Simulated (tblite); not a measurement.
Compound: C4H11NO3Si.
SMILES with atom numbers: `[CH3:1][NH:2][Si@@H:3]([OH:4])[O:5][C@@H:6]([CH3:7])[CH:8]=[O:9]` (hydrogens: H10, H11, H12 on C1; H13 on N2; H14 on Si3; H15 on O4; H16 on C6; H17, H18, H19 on C7; H20 on C8)

Computed geometry: GFN2-xTB, gas phase.

**Question.** What internal coordinates does the optimisation give?

**Answer.** 
| bond | length (Å) | order |
| --- | --- | --- |
| C1–N2 | 1.445 | single |
| N2–Si3 | 1.724 | single |
| Si3–O4 | 1.621 | single |
| Si3–O5 | 1.636 | single |
| O5–C6 | 1.388 | single |
| C6–C7 | 1.532 | single |
| C6–C8 | 1.510 | single |
| C8=O9 | 1.199 | double |
| C1–H10, C1–H11, C1–H12 | 1.092 | single |
| N2–H13 | 1.009 | single |
| Si3–H14 | 1.455 | single |
| O4–H15 | 0.959 | single |
| C6–H16 | 1.105 | single |
| C7–H17, C7–H18, C7–H19 | 1.087 | single |
| C8–H20 | 1.108 | single |

Bonds in one row agree within 0.01 Å and their mean is given. Orders are formal, as drawn. A selection of angles:
| angle | degrees |
| --- | --- |
| C1–N2–Si3 | 123.0 |
| N2–Si3–O4 | 104.6 |
| N2–Si3–O5 | 108.4 |
| O4–Si3–O5 | 116.7 |
| Si3–O5–C6 | 128.7 |
| O5–C6–C7 | 109.6 |
| O5–C6–C8 | 112.7 |
| C7–C6–C8 | 110.2 |
| C6–C8–O9 | 125.9 |
| H13–N2–C1 | 111.6 |
| H13–N2–Si3 | 116.3 |
| H15–O4–Si3 | 116.4 |

Dihedral angles: C1–N2–Si3–O4 179° (antiperiplanar); N2–Si3–O5–C6 -52° (synclinal); Si3–O5–C6–C7 166° (antiperiplanar); O5–C6–C8–O9 10° (synperiplanar); H15–O4–Si3–N2 121° (anticlinal).

H15 on O4 lies 2.06 Å from O9, 6 bonds away (angle at H 138°; Bondi radii sum to 2.72 Å). O4 (silanol oxygen) is bent (angle 116.4°). Of the pairs four or more bonds apart, those above aside, Si3···O9 is among the closest relative to their van der Waals radii: 3.28 Å, 91 % of the sum of Bondi's values. The 2 C–O bonds span 1.199 Å (C8=O9, drawn double) to 1.388 Å (O5–C6, drawn single), a spread of 0.189 Å. Si3 (oxygen-bound silicon) is distorted tetrahedral (angles from 97.2° to 119.4°). N2 (silicon-bound nitrogen) has angles 123.0°, 116.3° and 111.6°, sum 350.9°, 0.23 Å off the plane of its three neighbours. The C–C distances run from 1.510 Å (C6–C8, drawn single) to 1.532 Å (C6–C7, drawn single), a spread of 0.022 Å.

Point group: C1 (no symmetry element, even within 0.4 Å). Its GFN2-xTB frequencies are all real (lowest 22 cm⁻¹). The numbers are those of one conformer (C1–N2–Si3–O4 179°, N2–Si3–O4–H 121°, N2–Si3–O5–C6 -52°, Si3–O5–C6–C7 166°, O5–C6–C8–O9 10°).
